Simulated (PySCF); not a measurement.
C₇H₁₅NOSi.
Cartesian coordinates in Å at the PBE0-D3(BJ)/def2-SVP level; atoms count from 1:
```xyz
25
C7H15NOSi angstrom
C     -3.7834    0.3464    1.5235
C     -3.1091   -0.5189    0.7652
C     -1.8225   -1.1817    1.1387
C     -0.6743   -0.8490    0.1863
C      0.5988   -1.6463    0.5075
O      1.6880   -1.0887   -0.1859
Si     1.4928    0.5632   -0.4957
N      2.5456    1.6488    0.3162
C      3.8441    2.0773   -0.1449
C     -0.2693    0.6310    0.1630
H     -4.7184    0.7991    1.1834
H     -3.4250    0.6317    2.5183
H     -3.5050   -0.7720   -0.2276
H     -1.9683   -2.2783    1.1420
H     -1.5392   -0.8974    2.1671
H     -0.9800   -1.1330   -0.8384
H      0.4872   -2.7056    0.2206
H      0.7829   -1.6240    1.6019
H      1.7342    0.7817   -1.9492
H      2.3871    1.8133    1.3044
H      3.9256    1.9084   -1.2299
H      4.6827    1.5346    0.3300
H      4.0045    3.1562    0.0242
H     -0.2533    1.0389    1.1915
H     -0.9688    1.2588   -0.4075
```

All values: PBE0/pcSseg-1 (PySCF, non-relativistic), on one gas-phase PBE0-D3(BJ)/def2-SVP geometry that isn't relaxed in the solvent. The solvent is an IEF-PCM continuum (cavity from Bondi-type radii × 1.2). Only the electrostatic response of the medium enters.

```tsv
run	E − E(gas) (kcal/mol)	HOMO (eV)	HOMO–LUMO gap (eV)	dipole (D)
gas	0.00	-6.80	7.14	1.48
P	-5.69	-6.76	7.16	1.90
Q	-4.67	-6.75	7.15	1.82
```

**Question.** The runs were made in acetonitrile and tetrahydrofuran. Which run belongs to which solvent?

**Answer.** P = acetonitrile, Q = tetrahydrofuran. The dielectric constants are 7.426 (tetrahydrofuran), 35.69 (acetonitrile), and the energy falls further as ε rises. In this model the ground state sees the solvent through ε alone.

**Question.** How constant is the ratio of the lowering to (ε − 1)/(2ε + 1)?

**Answer.** 
```csv
solvent,(ε − 1)/(2ε + 1),E − E(gas) (kcal/mol),ratio (kcal/mol),polarisation term (kcal/mol)
tetrahydrofuran,0.405,-4.67,-11.5,-5.10
acetonitrile,0.479,-5.69,-11.9,-6.35
```

The ratio changes by +3.1 % in size from tetrahydrofuran to acetonitrile. The polarisation term is half the interaction of the solute with the induced surface charges.
